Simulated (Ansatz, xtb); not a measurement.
Relative energy of two isomers of Cl2H3Si2

Structure X: `[SiH2][SiH](Cl)Cl`, a doublet. Structure Y: `[SiH3][Si](Cl)Cl`, a doublet. Both are isolated molecules in the gas phase, relaxed with B3LYP-D3(BJ)/def2-SVP; the shapes shown needn't be the lowest conformers.

X (Å):

```xyz
7

Cl    2.0192    0.3812    2.3489
Cl   -0.7583   -1.4608    1.7284
Si   -0.3027    1.7114    0.0132
Si   -0.0206    0.4723    1.9650
H    -1.7290    1.8218   -0.4166
H     0.5500    1.1926   -1.0958
H    -0.6897    1.0585    3.1525
```

Y (Å):

```
atom    x (Å)    y (Å)    z (Å)
  Cl   1.8931   0.9229   2.9275
  Cl  -1.1093  -0.6430   3.2403
  Si  -0.3569   0.9833   0.1225
  Si  -0.1463   1.0512   2.4798
   H   0.2517  -0.2771  -0.3925
   H  -1.8054   1.0338  -0.2214
   H   0.3481   2.1655  -0.4473
```

Quicker runs give these differences E(Y) − E(X): GFN2-xTB −0.177 eV; HF/STO-3G −0.452 eV (at GFN2-xTB geometries); r2SCAN-D4/def2-SVP −0.065 eV (at GFN2-xTB geometries).

Task: Estimate E(Y) − E(X) at the level CCSD(T)/def2-SVP + ΔMP2/def2-TZVPP.

Result: Too close to call at this level: CCSD(T)/def2-SVP + ΔMP2/def2-TZVPP gives E(Y) − E(X) = −0.025 eV.

The same difference at several levels:

```tsv
level	geometry	E(Y) − E(X) (eV)	departure from the last row (eV)	job, with rough time for the two
GFN2-xTB	GFN2-xTB	−0.177	−0.151	optimisation, 0.16 s
HF/STO-3G	GFN2-xTB	−0.452	−0.427	single point, 0.78 s
r2SCAN-D4/def2-SVP	GFN2-xTB	−0.065	−0.040	single point, 4.3 s
B3LYP-D3(BJ)/def2-SVP	B3LYP-D3(BJ)/def2-SVP	−0.112	−0.086	optimisation, 56 s
HF/def2-SVP	B3LYP-D3(BJ)/def2-SVP	+0.042	+0.068	part of the CCSD(T) run
MP2/def2-SVP	B3LYP-D3(BJ)/def2-SVP	+0.024	+0.049	part of the CCSD(T) run
CCSD(T)/def2-SVP	B3LYP-D3(BJ)/def2-SVP	−0.004	+0.022	single point
CCSD(T)/def2-SVP + ΔMP2/def2-TZVPP	B3LYP-D3(BJ)/def2-SVP	−0.025		single point, 32 s
```

As drawn, both hold the same kinds of bond in the same numbers.

The largest departure from CCSD(T)/def2-SVP + ΔMP2/def2-TZVPP is that of HF/STO-3G, 0.427 eV. The last row adds to CCSD(T) the change of the MP2 difference between the two basis sets, here −0.022 eV.

With harmonic frequencies from B3LYP-D3(BJ)/def2-SVP (ideal gas, rigid rotor, one conformer each, 200 K, 1 atm): the zero-point term adds +0.010 eV; ΔH is −0.013 and ΔG −0.019 eV.

Open shells are spin-unrestricted. The correlated steps freeze 20 core orbitals. Mirror images aren't counted in ΔG. Programs: Ansatz 0.2.0, xtb 6.7.1; the last row on 2 threads of Intel(R) Xeon(R) Platinum 8375C CPU @ 2.90GHz (Ice Lake) on a shared host.
